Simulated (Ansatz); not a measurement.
System: NaF, charge 1, multiplicity 2. 
Coordinates optimised at B3LYP-D3(BJ)/def2-TZVP (Ansatz, an electronic-structure program):
```xyz
2

Na     0.0000     0.0000    -1.1237
F      0.0000     0.0000     1.3734
```
Charge +1, spin multiplicity 2.

Basis-set convergence of Hartree-Fock and CCSD correlation energies (hartree) with Ansatz. Cores are frozen in the correlated levels unless marked. UHF or UKS for open shells. No spin-orbit coupling. No relativistic terms.

| basis | functions | E(HF) | E(corr, CCSD) |
|---|---|---|---|
| def2-SVPD | 41 | -260.90838 | -0.15830 |
| def2-TZVPPD | 75 | -261.08733 | -0.21133 |
| def2-QZVPPD | 124 | -261.09770 | -0.23088 |

Extrapolating the two largest sets (X = 3 and 4) as X^-3: E(corr) = (64·(-0.23088) - 27·(-0.21133))/37 = -0.2451 Eh, an estimate of the basis-set limit. The largest set recovers 94.2 % of it, the smallest 64.6 %.
